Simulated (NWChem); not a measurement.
Program: NWChem. System: CH7Si2, charge 0, spin multiplicity 2, at a geometry optimised with UB3LYP/def2-SVP. The structure started from a generated list of species. Its SCF solution wasn't tested for a lower state. Level: G0W0@ULDA (SVWN5)/def2-SVPD, RI basis def2-svpd-rifit.

Part of the output:

```
             Northwest Computational Chemistry Package (NWChem) 7.3.0
             --------------------------------------------------------

                                NWChem Input Module
                                -------------------

 Scaling coordinates for geometry "geometry" by  1.889725989
 (inverse scale =  0.529177249)

                             Geometry "geometry" -> ""
                             -------------------------

 Output coordinates in angstroms (scale by  1.889725989 to convert to a.u.)

  No.       Tag          Charge          X              Y              Z
 ---- ---------------- ---------- -------------- -------------- --------------
    1 Si                  14.0000     1.62412100     0.36028800     0.06295300
    2 C                    6.0000     0.10653300    -0.69477400    -0.35891900
    3 Si                  14.0000    -1.57468000    -0.01611600     0.18270000
    4 H                    1.0000     2.89895300    -0.32558700    -0.31833900
    5 H                    1.0000     1.55799900     1.70036100    -0.59913300
    6 H                    1.0000     0.08537500    -0.84515300    -1.45515400
    7 H                    1.0000     0.24118400    -1.69292200     0.09324500
    8 H                    1.0000    -2.67110900    -0.93353000    -0.24865700
    9 H                    1.0000    -1.81581500     1.32568200    -0.42544500
   10 H                    1.0000    -1.62796500     0.12137400     1.66784000

 Effective nuclear repulsion energy (a.u.)     140.2164564584

            Nuclear Dipole moment (a.u.)
            ----------------------------
        X                 Y               Z
 ---------------- ---------------- ----------------
    -0.0000113384    -0.0000207870    -0.0000283459


 Summary of "ao basis" -> "" (spherical)
 ------------------------------------------------------------------------------
       Tag                 Description            Shells   Functions and Types
 ---------------- ------------------------------  ------  ---------------------
 *                         def2-svpd                  on all atoms

 new library libraries.bse/

 Summary of "ri basis" -> "" (spherical)
 ------------------------------------------------------------------------------
       Tag                 Description            Shells   Functions and Types
 ---------------- ------------------------------  ------  ---------------------
 *                      def2-svpd-rifit               on all atoms

                                 NWChem DFT Module
                                 -----------------

 Summary of "ao basis" -> "ao basis" (spherical)
 ------------------------------------------------------------------------------
       Tag                 Description            Shells   Functions and Types
 ---------------- ------------------------------  ------  ---------------------
 Si                        def2-svpd                10       24   5s3p2d
 C                         def2-svpd                 8       20   4s2p2d
 H                         def2-svpd                 4        8   2s2p

 Summary of "ao basis" -> "ao basis" (spherical)
 ------------------------------------------------------------------------------
       Tag                 Description            Shells   Functions and Types
 ---------------- ------------------------------  ------  ---------------------
 Si                        def2-svpd                10       24   5s3p2d
 C                         def2-svpd                 8       20   4s2p2d
 H                         def2-svpd                 4        8   2s2p

            General Information
            -------------------
          SCF calculation type: DFT
          Wavefunction type:  spin polarized.
          No. of atoms     :    10
          No. of electrons :    41
           Alpha electrons :    21
            Beta electrons :    20
          Charge           :     0
          Spin multiplicity:     2
          Use of symmetry is: off; symmetry adaption is: off
          Maximum number of iterations: 100
          This is a Direct SCF calculation.
          AO basis - number of functions:   124
                     number of shells:    56
[...]
    beta      1      2      3      4      5      8      6      7      9     10
 overlap   1.000  1.000  1.000  1.000  1.000  0.955  0.970  0.958  0.995  0.992

   alpha     11     12     13     14     15     16     17     18     19     20
    beta     11     12     13     14     15     16     17     18     19     20
 overlap   0.988  1.000  0.978  0.977  0.999  0.998  0.987  0.998  0.984  0.997

   alpha     21     22     23     24     25     26     27     28     29     30
    beta     21     22     23     24     25     26     27     28     29     30
 overlap   0.995  0.994  0.988  0.898  0.871  0.937  0.967  0.970  0.978  0.970

   alpha     31     32     33     34     35     36     37     38     39     40
    beta     31     32     33     34     35     36     37     38     39     40
 overlap   0.954  0.951  0.975  0.961  0.946  0.994  0.992  0.972  0.977  0.998

   alpha     41     42     43     44     45     46     47     48     49     50
    beta     41     42     43     44     45     46     47     48     49     50
 overlap   0.990  0.985  0.945  0.918  0.952  0.984  0.981  0.992  0.981  0.972

   alpha     51     52     53     54     55     56     57     58     59     60
    beta     51     52     53     55     54     56     57     59     58     60
 overlap   0.973  0.905  0.901  0.735  0.746  0.992  0.986  0.783  0.788  0.981

   alpha     61     62     63     64     65     66     67     68     69     70
    beta     61     62     63     64     65     66     67     68     69     70
 overlap   0.985  0.957  0.957  0.992  0.994  0.992  0.994  0.994  0.983  0.968

   alpha     71     72     73     74     75     76     77     78     79     80
    beta     71     73     72     75     74     76     77     78     79     80
 overlap   0.974  0.840  0.865  0.790  0.798  0.972  0.988  0.996  0.991  0.986

   alpha     81     82     83     84     85     86     87     88     89     90
    beta     81     82     84     83     85     86     87     88     89     90
 overlap   0.956  0.945  0.868  0.899  0.982  0.983  0.990  0.986  0.989  1.000

   alpha     91     92     93     94     95     96     97     98     99    100
    beta     91     92     93     94     95     96     97     98     99    100
 overlap   0.998  0.998  0.999  0.993  0.993  0.998  0.999  0.999  1.000  0.999

   alpha    101    102    103    104    105    106    107    108    109    110
    beta    101    102    103    104    105    106    107    108    109    110
 overlap   1.000  0.997  0.997  0.998  0.998  0.998  0.999  0.999  1.000  1.000

   alpha    111    112    113    114    115    116    117    118    119    120
    beta    111    112    113    114    115    116    117    118    119    120
 overlap   1.000  0.997  0.996  0.999  0.999  0.999  0.991  0.990  0.989  0.999

   alpha    121    122    123    124
    beta    121    122    123    124
 overlap   0.999  1.000  1.000  1.000

     --------------------------
     Expectation value of S2:
     --------------------------
      <S2> =      0.7514 (Exact =     0.7500)

 center of mass
 --------------
 x =   0.03325050 y =   0.01604138 z =   0.03199279

 moments of inertia (a.u.)
 ------------------
          96.216274937231         -61.792448077715          31.894467285335
         -61.792448077715         627.337372159092         -12.718180827441
          31.894467285335         -12.718180827441         664.816795804507

     Multipole analysis of the density
     ---------------------------------

     L   x y z        total         alpha         beta         nuclear
     -   - - -        -----         -----         ----         -------
     0   0 0 0     -0.000000    -21.000000    -20.000000     41.000000

     1   1 0 0     -0.012456     -1.529398      1.516954     -0.000011
     1   0 1 0     -0.302235     -0.541563      0.239349     -0.000021
     1   0 0 1     -0.180142     -0.548721      0.368607     -0.000028

     2   2 0 0    -29.348917   -191.249980   -179.815962    341.717025
     2   1 1 0     -0.299351    -17.925703    -15.287858     32.914210
     2   1 0 1     -0.047666      9.289930     12.311051    -21.648647
     2   0 2 0    -27.510284    -39.944023    -37.341010     49.774749
     2   0 1 1     -0.025930     -3.836955     -2.616724      6.427749
     2   0 0 2    -27.823469    -28.722477    -23.765341     24.664349

 Task  times  cpu:       15.0s     wall:       15.0s

                                NWChem Input Module
                                -------------------

                                 NWChem GW Module
                                 ----------------

                             ***********************
                             ***        GW       ***
                             ***********************

 Summary of "ri basis" -> "ri basis" (spherical)
 ------------------------------------------------------------------------------
       Tag                 Description            Shells   Functions and Types
 ---------------- ------------------------------  ------  ---------------------
 Si                     def2-svpd-rifit             24       78   9s6p6d3f
 C                      def2-svpd-rifit             20       64   7s6p5d2f
 H                      def2-svpd-rifit              9       23   4s3p2d

                 Memory Information
                 ------------------
          Available GA per process is          1699.8 MBs
          Available stack per process is        700.0 MBs
          Available heap per process is           0.0 MBs

          Peak memory in Initialization
              Peak GA per process is                 17.4 MBs
              Peak stack per process is               0.2 MBs
              Peak heap per process is               17.6 MBs
              Memory not in MA per process            0.0 MBs

          Peak memory in AFF Calculation
              Peak GA per process is                165.7 MBs
              Peak stack per process is             137.4 MBs
              Peak heap per process is                0.1 MBs
              Memory not in MA per process          137.4 MBs

          Computing 2-center integrals
          Computing Inverse Cholesky factor
          Computing 3-center integrals
          Computing V_xc ...

          Computing Sigma_x
          Computing RPA polarizability
          Solving quasiparticle equations

                  Alpha Orbitals
          State     Energy (eV)     Error (eV)
          -----------------------------------
@GW        18        -11.343           0.002
@GW        19        -10.955           0.002
@GW        20        -10.396           0.002
@GW        21         -7.406           0.002
@GW        22          1.635           0.002
@GW        23          2.295           0.002

                   Beta Orbitals
          State     Energy (eV)     Error (eV)
          -----------------------------------
@GW        17        -11.310           0.002
@GW        18        -11.339           0.002
@GW        19        -10.857           0.002
@GW        20        -10.288           0.002
@GW        21         -0.692           0.002
@GW        22          1.748           0.002

   Applying  -2.5026 eV scissor-shift to rest of particle states

   Applying   2.4659 eV scissor-shift to rest of hole states

   Applying  -2.6401 eV scissor-shift to rest of particle states

   Applying   2.9297 eV scissor-shift to rest of hole states

     GW Timing Statistics
   ------------------------
   Init.   :          0.0s
     ERIs  :          0.9s
     Distr.:          0.0s
     Vxc   :          0.4s
   Sigma_x :          0.0s
   RPA     :         13.9s
   Wmn     :          0.1s
   Sigma_c :          0.1s
   GW total:         15.5s

 Task  times  cpu:       15.5s     wall:       15.5s

 Total times  cpu:       30.5s     wall:       30.5s
```

Task: Write an NWChem input that would produce this output.

Result: This is not unique; one that fits is 
```
start mol
memory heap 200 mb stack 700 mb global 1700 mb
geometry units angstroms nocenter noautoz noautosym
  Si     1.624121     0.360288     0.062953
  C      0.106533    -0.694774    -0.358919
  Si    -1.574680    -0.016116     0.182700
  H      2.898953    -0.325587    -0.318339
  H      1.557999     1.700361    -0.599133
  H      0.085375    -0.845153    -1.455154
  H      0.241184    -1.692922     0.093245
  H     -2.671109    -0.933530    -0.248657
  H     -1.815815     1.325682    -0.425445
  H     -1.627965     0.121374     1.667840
end
basis spherical
  * library def2-svpd
end
basis "ri basis" bse spherical
  * library def2-svpd-rifit
end
dft
  xc slater vwn_5
  odft
  mult 2
  iterations 100
  direct
  tolerances tight
end
task dft energy
gw
  states alpha occ 4 vir 2
  states beta occ 4 vir 2
end
task dft gw
```
